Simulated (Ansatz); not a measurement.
One geometry of the cluster Al2Ga2As4⁻, several levels of theory.

```yaml
crystal:
  periodic: [false, false, false]
  atoms:
    - {symbol: Al, position_ang: [1.021567, -1.440340, -0.369533]}
    - {symbol: Al, position_ang: [0.365969, 1.115981, -1.144595]}
    - {symbol: Ga, position_ang: [-2.779122, -0.591127, -0.288586]}
    - {symbol: Ga, position_ang: [1.850826, 1.432706, 1.221127]}
    - {symbol: As, position_ang: [-0.958442, -2.395338, 0.407438]}
    - {symbol: As, position_ang: [-1.518484, 1.810277, 0.019088]}
    - {symbol: As, position_ang: [2.530091, 0.136319, -1.333586]}
    - {symbol: As, position_ang: [-0.512395, -0.068478, 1.488648]}
basis:
  gaussian: {orbitals: def2-SVP}
total_charge: -1
magnetization: {spin_polarized: true, initial_magnetization: 1}
hamiltonian: {xc: pbe0, dispersion: d4}
scf: {omitted_lower_state_checks: [starts]}
output: {orbitals: {seedname: orbitals}}
```

The file start.molden holds the orbitals of an earlier run on this structure, at another level or in another basis.

```sh
$ ansatz run in.yaml --threads 4 --pin off --events-out ev --progress --plain --max-ram 6963MiB
```

Output, abridged:

```
Functional definition: PBE0
2218 factors; integrals over basis functions are off by at most 5.2e-4 eV
mean field evaluation 1: about -361223.0489 eV, gradient 2.1e1 eV
mean field evaluation 2: about -361217.8435 eV, gradient 3.5e1 eV
mean field evaluation 4: about -361224.7639 eV, gradient 3.8e0 eV
mean field evaluation 8: about -361224.9333 eV, gradient 7.7e-1 eV
mean field evaluation 16: about -361224.9504 eV, gradient 3.1e-2 eV
mean field evaluation 32: about -361224.9508 eV, gradient 5.3e-4 eV
mean field -361224.95083652 eV, -13274.7720961762 hartree, gradient 4.6e-6 eV, S^2 0.771969; 0 other end points of the search recorded, 0 dependent functions left out
reference -361224.95086618 eV, -13274.7720972662 hartree; 111, 110 occupied and 117, 118 virtual orbitals, 2218 factors
Total energy: -361225.63714359 eV, -13274.7973174959 hartree
Checks for a lower state left out: starts
```

Hardware: 4 threads of Intel Xeon on a shared host. Wall time 93 s, peak host memory 1.9 GiB.

First input, but with `gaussian: {orbitals: def2-SVP, initial_orbitals: start.molden}`, `hamiltonian: {xc: pbe, dispersion: d4}` (abridged; 22 s):

```
Functional definition: PBE
mean field -361215.27798873 eV, -13274.4166255767 hartree, gradient 1.1e-5 eV, S^2 0.760984
Total energy: -361216.06126167 eV, -13274.4454103261 hartree
Checks for a lower state left out: starts
```

As the first input, with `gaussian: {orbitals: def2-SVP, initial_orbitals: start.molden}`, `hamiltonian: {xc: lda}` (abridged; 13 s):

```
Functional definition: SPW92
mean field -360696.67110900 eV, -13255.3581742711 hartree, gradient 1.1e-5 eV, S^2 0.754359
Total energy: -360696.67114547 eV, -13255.3581756111 hartree
Checks for a lower state left out: starts
```

Geometry: PBE-D4/def2-SVP, that of the neutral singlet.

At PBE-D4/def2-SVP, LDA (SPW92)/def2-SVP the highest occupied level of the charge -1 doublet lies above zero (up to 0.41 eV). By energy differences its removal costs 1.45 eV (vertical, to the charge 0 singlet, at PBE-D4/def2-SVP); self-interaction error and the lack of diffuse functions both raise the level. Another isomer (singlet) lies 0.17 eV lower at PBE0-D4/def2-TZVP; other spin states weren't run for this one.
